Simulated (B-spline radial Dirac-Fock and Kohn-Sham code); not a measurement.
Method: the Dirac equation of a negative muon with reduced mass in the field of a spherical finite nucleus, with the Uehling potential to all orders; nuclear polarisation, deformation, hyperfine structure, self-energy, higher-order vacuum polarisation, relativistic recoil and electron screening are left out. Computed with a radial atomic solver. The nuclear charge is a uniformly charged sphere.

Problem. A muonic atom of atomic mass 119.90 u emits these computed lines: 2p3/2 → 1s1/2 3443 keV, 3d5/2 → 2p3/2 983.0 keV, 4f7/2 → 3d5/2 345.3 keV, 5g9/2 → 4f7/2 159.2 keV. Which element is it, and what rms charge radius was used?

Solution. Tin (Z = 50, nuclide ¹²⁰Sn); the high transitions hardly feel the nucleus and fix Z. The 2p → 1s line lies 2063 keV below the value for a point nucleus without QED, which for this nuclear model gives a radius near 4.65 fm (4.6519 fm was used).
